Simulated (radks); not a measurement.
The nitrogen anion N- inside a hard spherical wall (all orbitals vanish at R), configuration held at [He] 2s2 2p4 and not refilled when levels cross. All-electron calculation, non-relativistic Kohn-Sham, LDA (Slater exchange, VWN5 correlation), spin-polarised, spherical densities, point nucleus; open shells are filled with parallel spins first. Program: a radial shooting solver on a logarithmic mesh with Libxc functionals. Eigenvalues in eV for spin up, with the zero of energy where the potential of the charges vanishes at infinity; a dash marks a level that is unbound or too diffuse for the functional's potential to be trusted. A positive occupied level is held by the wall or, in an anion where self-interaction has pushed it up, behind a barrier. The pressure on the wall is -dE/dV.

R (bohr)  E (hartree)  kinetic (hartree)    e(1s)    e(2s)   e(2p)  e(3s, empty)  e(3p, empty)  pressure (GPa)
15          -54.14985             53.865  -371.92  -10.898   0.032         2.601         3.043          0.0115
12          -54.14648             53.856  -371.18  -10.134   0.744         3.573         4.354          0.0195
8           -54.13770             53.868  -370.07   -9.090   1.714         6.218         8.098           0.177
7           -54.13080             53.889  -369.52   -8.649   2.141         7.725        10.120           0.464
5           -54.07641             54.081  -366.80   -6.715   4.163        15.072        18.961            6.00
4           -53.95093             54.529  -362.71   -4.086   7.112        25.630        30.239            32.9
3.5         -53.78673             55.085  -358.64   -1.511  10.050        36.012        40.608            88.8
1.5         -44.18981             76.616  -277.75   78.849  87.341        324.53        281.86           22800
